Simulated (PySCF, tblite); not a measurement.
Isomers of CH6ClFSi2, one GFN2-xTB conformer each. Single-point energies are computed at PBE0/pcSseg-1 (PySCF, gas phase, no added dispersion term), electronic only.

Question: Rank them by PBE0/pcSseg-1 energy, lowest first (kJ/mol).
A. `[F:1][Si@@H:2]([SiH3:3])[CH2:4][Cl:5]` with F1–Si2–C4–Cl5 -175°
B. `[F:1][SiH2:2][CH2:3][SiH2:4][Cl:5]` with F1–Si2–C3–Si4 51°, Si2–C3–Si4–Cl5 177°

Answer: B (0.0), A (171.3).

As drawn, the higher has an Si–Si bond, which the lower lacks. GFN2-xTB itself gives, in the same order: 0.0, 167.7. Both levels put the same isomer lowest.

Which frontier levels, dipoles and rotational constants go with these structures?

```
             SMILES  HOMO (eV, PBE0/pcSseg-1)  LUMO (eV)  dipole (D)       A, B, C (MHz)
   F[SiH2]C[SiH2]Cl                     -8.75      -0.15        1.85  7583, 892.5, 839.2
F[Si@@H]([SiH3])CCl                     -8.30      -0.73        0.31    2812, 1512, 1052
```

What happens when harmonic zero-point energies from GFN2-xTB frequencies are added?

```csv
SMILES,ZPE (kJ/mol),electronic (kJ/mol),with ZPE (kJ/mol)
F[SiH2]C[SiH2]Cl,167.0,0.0,0.0
F[Si@@H]([SiH3])CCl,163.5,171.3,167.7
```

The zero-point energies span 3.5 kJ/mol. The order is unchanged.
